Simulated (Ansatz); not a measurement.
Species: sum formula SiOBr (charge 0, doublet). It need not be the lowest isomer of its formula. 
Coordinates optimised at B3LYP-D3(BJ)/def2-TZVP (Ansatz, a program for electronic structure):
SMILES: Br[Si]=O
```xyz
3

Si     1.2025    -0.3392    -0.2212
O      1.7514    -0.1053    -1.6256
Br    -0.8813     0.1597     0.4601
```
Charge 0, spin multiplicity 2.

Basis-set convergence of Hartree-Fock and CCSD(T) correlation energies (hartree) with Ansatz. Valence correlation only, unless marked. Open shells are spin-unrestricted. No spin-orbit coupling. Frozen are the shells of the preceding noble gas and the d and f shells that filled before the atom's block. Non-relativistic.

| basis | functions | E(HF) | E(corr, CCSD(T)) |
|---|---|---|---|
| def2-SVP | 64 | -2935.74183 | -0.41265 |
| def2-TZVPP | 121 | ___ | ___ |

Q: Some entries are withheld; supply them.

A: 
- def2-TZVPP, E(HF): -2936.26815
- def2-TZVPP, E(corr, CCSD(T)): -0.52896
